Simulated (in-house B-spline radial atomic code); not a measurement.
# Zn3+: [Ar] 3d9

Level of theory: non-relativistic CAM-B3LYP, spin-polarised, spherical fractional occupations, point nucleus; calculated with a B-spline radial code for spherical atoms.

Effective charges: Z_r = [3n² - l(l+1)]/(2<r>) from the radius, Z_e = n√(-2ε) from the energy, and Slater's rules. Values are occupation-weighted means over spin.

```tsv
shell	electrons	ε (eV)	<r> (bohr)	Z_r	Z_e	Slater
1s	2	-9492.4	0.0511	29.35	26.41	29.70
2s	2	-1192.2	0.2296	26.13	18.72	25.85
2p	6	-1055.5	0.1997	25.04	17.62	25.85
3s	2	-174.72	0.6876	19.63	10.75	18.75
3p	6	-130.77	0.7108	17.59	9.30	18.75
3d	9	-55.191	0.8165	12.86	6.04	9.20
```

The least bound orbital is 3d down at -53.36 eV, and it is also the most diffuse (<r> = 0.8233 bohr).

The density falls to 0.001 bohr⁻³ at 2.606 bohr; Σ<r²> = 12.738 bohr² gives, by the non-relativistic formula and without the paramagnetism of open shells, a Langevin diamagnetic susceptibility of -10.09×10⁻⁶ cm³/mol.

Caution: exact exchange at fractional occupations of open shells leaves self-interaction of up to several eV.
